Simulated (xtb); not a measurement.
ClO2W (SMILES [O]=[W+](=[O])[Cl]), charge +1, singlet, geometry from GFN2-xTB (such geometries of metal compounds can be far from the true shape) (the multiplicity is a formal guess), atoms displaced at random by about 0.02 Å a coordinate. Base run: GFN1-xTB (xtb 6.7.1).

The xtb input:
```
$ xtb mol.xyz --gfn 1 --chrg 1 --opt --json

# file mol.xyz
4

W      0.22025286    -0.01919801     0.20707700
O      1.45854623    -0.77142883    -0.55680174
O     -0.80025509    -1.07243066     1.14493035
Cl    -1.10386590     0.83839263    -1.30738071
```

The base run was repeated with changes; each row names its change, and settings that it needs were set with it.

```tsv
change	ΔE vs base (kJ/mol)	optimiser steps
base	0.00	11
opt level = vtight	0.00	12
engine = inertial	0.01	-
engine = lbfgs	0.00	-
alpb = toluene	?	10
opt level = lax	0.03	7
opt level = loose	0.08	5
opt level = extreme	0.00	12
opt level = tight	0.00	12
opt level = sloppy	0.08	5
```

### Question
Some entries are withheld; supply them.

### Answer

- alpb = toluene, ΔE vs base (kJ/mol): -173.3
